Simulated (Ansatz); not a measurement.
VOCl2, SMILES [Cl][V]([Cl])=[O] (connectivity only; charge and spin as stated), neutral, multiplicity 2.

The structure is a stationary point at ωB97X-D3(BJ)/def2-SVP. The multiplicity is an assumed one; other spin states were not compared.

Two levels are set side by side: PBE/def2-SVPD (Ansatz, a quantum-chemistry and plane-wave program) and CAM-B3LYP/def2-SVPD (Ansatz). Energy differences of separate SCF runs at the same geometry; the states with an electron removed or added have multiplicity 1 and 3. Differences are taken from unrounded values.

```json
[
 {"quantity": "vertical ionisation energy (eV)", "CAM-B3LYP": "10.83", "PBE": "9.62", "PBE minus CAM-B3LYP": "-1.21"},
 {"quantity": "vertical electron affinity (eV)", "CAM-B3LYP": "2.92", "PBE": "2.26", "PBE minus CAM-B3LYP": "-0.66"}
]
```
